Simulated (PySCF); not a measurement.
## Computed properties of ScF2, SMILES [F][Sc+][F], charge +1

ScF₂, SMILES [F][Sc+][F], charge +1. Coordinates come from a ωB97X-D3(BJ)/def2-TZVP optimisation. The spin state was assumed, not searched. The isomer is the one that the SMILES or the coordinates give; other isomers of the formula were not compared. Other conformers were not sampled. All values are computed for the isolated molecule unless a solvent is named; none is compared with measurement here.

**Structure.** The optimised structure has C2v symmetry. All 3 harmonic modes at ωB97X-D3(BJ)/def2-TZVP (PySCF) are real, so it is a minimum. With heavy atoms numbered as in [Sc+:1]([F:2])[F:3], the shortest bond between them is Sc1–F2 at 1.763 Å and the longest Sc1–F3 at 1.763 Å.

**Vibrations.** The strongest infrared lines (harmonic, unscaled, degenerate partners summed) lie at 820 cm⁻¹ (358 km/mol, F 62 %, Sc 38 %), 795 cm⁻¹ (80 km/mol, F 78 %, Sc 22 %), 173 cm⁻¹ (36 km/mol, F 76 %, Sc 24 %). The softest mode is at 173 cm⁻¹ and the zero-point energy is 2.6 kcal/mol.

**Electronic structure.** B3LYP/def2-TZVPD (PySCF) places the frontier levels at -17.17 and -9.45 eV, a gap of 7.72 eV and a mean polarisability of 19.1 bohr³.

**Excitations.** TDDFT-M06-2X/def2-TZVPD (PySCF) has S1 at 7.43 eV (167 nm, f = 0.003, weak); the most intense of the 10 singlets computed lies at 7.79 eV (f = 0.02). T1 (TDA) is at 7.37 eV. No vertical singlet excitation falls in the visible range (under 3.1 eV).

**NMR.** GIAO shifts at KT2/pcSseg-2 (PySCF) (non-relativistic, atoms alike by connectivity averaged): ¹⁹F at 513.2 ppm against CFCl3.
